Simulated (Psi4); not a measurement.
Two rigid molecules brought together: BeF2 ··· C2H4 (SMILES [F][Be][F] and C=C), singlet. Monomers: optimised at B3LYP-D3(BJ) (def2-TZVP), held rigid. Orientation: lowest of the rigid-body minima from ten starts at GFN2-xTB. Only R, the distance of the centres of mass, is varied, so the lowest point isn't the relaxed dimer.

Computed with SAPT0/jun-cc-pVDZ, frozen core (Psi4).

Components in kcal/mol:

```json
[
 {"R / Å": "2.21", "electrostatics": "-27.13", "exchange": "45.36", "induction": "-10.17", "dispersion": "-5.67", "total": "2.40"},
 {"R / Å": "2.44", "electrostatics": "-16.35", "exchange": "24.19", "induction": "-5.80", "dispersion": "-3.82", "total": "-1.78"},
 {"R / Å": "2.64", "electrostatics": "-10.66", "exchange": "13.83", "induction": "-3.52", "dispersion": "-2.71", "total": "-3.06"},
 {"R / Å": "2.81", "electrostatics": "-7.54", "exchange": "8.56", "induction": "-2.30", "dispersion": "-2.03", "total": "-3.31"},
 {"R / Å": "3.01", "electrostatics": "-5.16", "exchange": "4.85", "induction": "-1.39", "dispersion": "-1.45", "total": "-3.15"},
 {"R / Å": "3.31", "electrostatics": "-3.10", "exchange": "2.07", "induction": "-0.67", "dispersion": "-0.88", "total": "-2.57"},
 {"R / Å": "3.61", "electrostatics": "-1.98", "exchange": "0.88", "induction": "-0.33", "dispersion": "-0.55", "total": "-1.97"},
 {"R / Å": "4.13", "electrostatics": "-1.01", "exchange": "0.19", "induction": "-0.11", "dispersion": "-0.25", "total": "-1.17"},
 {"R / Å": "4.86", "electrostatics": "-0.46", "exchange": "0.02", "induction": "-0.02", "dispersion": "-0.09", "total": "-0.56"},
 {"R / Å": "5.80", "electrostatics": "-0.20", "exchange": "0.00", "induction": "-0.01", "dispersion": "-0.03", "total": "-0.24"},
 {"R / Å": "7.13", "electrostatics": "-0.08", "exchange": "0.00", "induction": "0.00", "dispersion": "-0.01", "total": "-0.09"}
]
```
